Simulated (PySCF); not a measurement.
All values below come from PBE-D3(BJ)/def2-TZVP // TPSSh-D3(BJ)/def2-TZVP in PySCF. Gas-phase values, no solvent. 

Reference species (SMILES): `[Br][Ga][Br]` (neutral, multiplicity 2).

The dipole moment comes out as 1.38 D.

Changed species: `[GaH][Br]` (radical fragment; the reference has radical fragment).

Question: Give the shifts of the dipole moment.

Answer: the dipole moment increases by 0.36 D, to 1.74 D.
